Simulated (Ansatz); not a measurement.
One change: `F/C=N\B[SiH3]` becomes `F/C=N/[SiH2]F`.

Ansatz, PBE0-D4/def2-TZVP geometries, multiplicity 1. Each molecule was computed in one conformer, which needn't be the lowest.

| property | `F/C=N\B[SiH3]` |
| --- | --- |
| HOMO energy (PBE/def2-TZVPP) / eV | -6.65 |
| HOMO energy (B3LYP/def2-TZVPP) / eV | -7.63 |
| HOMO–LUMO gap (B3LYP/def2-TZVPP) / eV | 6.36 |
| ideal-gas entropy at 298 K and 1 bar (rigid rotor, harmonic PBE0-D4/def2-TZVP) / J/(mol·K) | 348 |
| HOMO energy (ωB97M-V/def2-TZVPP) / eV | -9.88 |
| HOMO–LUMO gap (PBE0/def2-TZVPP) / eV | 6.73 |

Task: Give the same properties after the change, and the shifts. (Best estimate.)

Result: Ansatz gave: 
```
                                                                                  property  `F/C=N/[SiH2]F`  shift
                                                         HOMO energy (PBE/def2-TZVPP) / eV            -7.19  -0.54
                                                       HOMO energy (B3LYP/def2-TZVPP) / eV            -8.44  -0.81
                                                     HOMO–LUMO gap (B3LYP/def2-TZVPP) / eV             7.28   0.92
ideal-gas entropy at 298 K and 1 bar (rigid rotor, harmonic PBE0-D4/def2-TZVP) / J/(mol·K)              326    -22
                                                     HOMO energy (ωB97M-V/def2-TZVPP) / eV           -11.07  -1.19
                                                      HOMO–LUMO gap (PBE0/def2-TZVPP) / eV             7.79   1.06
```

With PBE0 the HOMO falls by 0.88 eV and the LUMO rises by 0.18 eV, so the gap widens by about 1.06 eV. PBE moves the HOMO by -0.54 eV and ωB97M-V by -1.19 eV. The zero-point energy changes by -44.4 kJ/mol with -6 modes.

Positive LUMOs are unbound, so they and the gaps depend on the basis.

B3LYP here is the variant with VWN-RPA as its local correlation; programs differ in this.
